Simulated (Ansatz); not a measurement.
A run for Ansatz (a quantum-chemistry and plane-wave program): R-PBE0/def2-TZVPP on AlClH3N (SMILES [NH2][AlH][Cl]), a point of a torsion scan.

Ansatz 0.2 input:
```yaml
crystal:
  periodic: [false, false, false]
  atoms:
    - {symbol: N, position_ang: [-1.03560437, -0.05935677, 0.01282717]}
    - {symbol: Al, position_ang: [0.69587938, 0.34703739, 0.08307060]}
    - {symbol: Cl, position_ang: [1.55290670, 1.34509270, 1.62163404]}
    - {symbol: H, position_ang: [-1.54557202, -0.62845531, 0.67857442]}
    - {symbol: H, position_ang: [-1.55164304, -0.09515127, -0.85776894]}
    - {symbol: H, position_ang: [1.59491399, -0.02393249, -1.09144368]}
basis:
  gaussian:
    orbitals: def2-TZVPP
hamiltonian:
  xc: {name: PBE0}
scf: {lower_state_search: off}
```

Program output:

```
WARN ansatz: RAYON_NUM_THREADS=1 ignored (pool sized by the plan → 1); use --threads N
Functional definition: PBE0
these checks for a lower state are left out or cut short: stability, starts, cluster_reference, orbital_swaps, neighbouring_geometries, increment
integrals: 0.07 GiB planned
957 factors; their error is unknown
mean field: 0.60 GiB planned
mean field evaluation 1: about -20646.1185 eV, gradient 6.2e1 eV
mean field evaluation 2: about -20629.6474 eV, gradient 9.6e1 eV
mean field evaluation 4: about -20653.2738 eV, gradient 4.2e0 eV
mean field evaluation 8: about -20653.3500 eV, gradient 1.7e-1 eV
mean field evaluation 16: about -20653.3500 eV, gradient 2.6e-6 eV
mean field -20653.35003542 eV, -758.9966144583 hartree, gradient 2.6e-6 eV, S^2 0.000000; 0 other end points of the search recorded, 0 dependent functions left out
reference -20653.35006471 eV, -758.9966155347 hartree; 20, 20 occupied and 137, 137 virtual orbitals, 957 factors
Total energy: -20653.35006471 eV, -758.9966155347 hartree
Checks for a lower state left out: stability, starts, cluster_reference, orbital_swaps, neighbouring_geometries, increment
```

Self-consistency was reached.

Cost: about 1.7 core-seconds (a rough figure).
